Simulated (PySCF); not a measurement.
# How methods differ on the excitation energy of Co

Co [Ar] 3d7 4s2 (4F) → Co [Ar] 3d7 4s1 5s1 (6F), as a difference of total energies. All numbers are calculated (PySCF 2.14, scalar relativity by spin-free X2C-1e, in aug-cc-pVTZ-DK (8s7p5d3f2g, 93 functions)). Correlated levels: valence: [Ar] frozen. The calculations carry no spin-orbit coupling.

```tsv
method	excitation energy (eV)
UHF	4.326
PBE	5.520
PBE0	5.328
r2SCAN	5.439
LC-wPBE	5.218
r2SCANh	5.400
B3LYP	5.742
MP2 (valence)	5.394
SCS-MP2 (valence)	5.594
```

Task: Estimate what LDA gives.

Result: 5.834 eV, closest to B3LYP among the rows shown.

Task: Estimate what HSE06 gives.

Result: 5.351 eV, closest to PBE0 among the rows shown.

The promoted electron is Rydberg-like, and one or two diffuse shells describe it only roughly, which tends to raise the upper state.
